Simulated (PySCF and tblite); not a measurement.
Results of a calculation; reference values are marked as such.
Stationary points of CH$_{4}$O$_{2}$Si at PBE0-D3(BJ)/def2-SVP, in Å:

Structure A

```
 1 O     2.437    0.358    1.066
 2 C     1.508    0.242    0.333
 3 O     0.261   -0.010    0.756
 4 Si   -1.150   -0.187   -0.162
 5 H     1.582    0.332   -0.778
 6 H    -1.714   -1.532    0.119
 7 H    -2.101    0.882    0.240
 8 H    -0.790   -0.056   -1.606
```

Structure B

```
 1 O     1.936    0.868    1.250
 2 C     1.537    0.205    0.347
 3 O     0.389   -0.489    0.366
 4 Si   -1.164   -0.209   -0.216
 5 H     2.098    0.056   -0.605
 6 H    -1.927   -1.451    0.060
 7 H    -1.766    0.961    0.480
 8 H    -1.102    0.058   -1.684
```

Structure C

```
 1 O     1.306    1.322    0.172
 2 C     1.470    0.135    0.216
 3 O     0.495   -0.758    0.082
 4 Si   -1.105   -0.168   -0.167
 5 H     2.451   -0.358    0.373
 6 H    -1.906   -1.415   -0.266
 7 H    -1.533    0.645    1.000
 8 H    -1.168    0.605   -1.435
```

Level: PBE0/pcSseg-2 + D3(BJ) on PBE0-D3(BJ)/def2-SVP stationary points, with GFN2-xTB thermal terms.

Q: Which structure is a saddle point, and along which motion?

A: B: one imaginary mode (120i cm⁻¹ at GFN2-xTB, mostly on O3, O1, H5), along the rotation about the C2–O3 bond (torsion O1–C2–O3–Si4 from 0° to 179°, rising).

Q: Give their symmetry and energies above the lowest.

A: A Cs, 4.4 kcal/mol; B C1, 7.1 kcal/mol; C Cs, 0.0 kcal/mol.
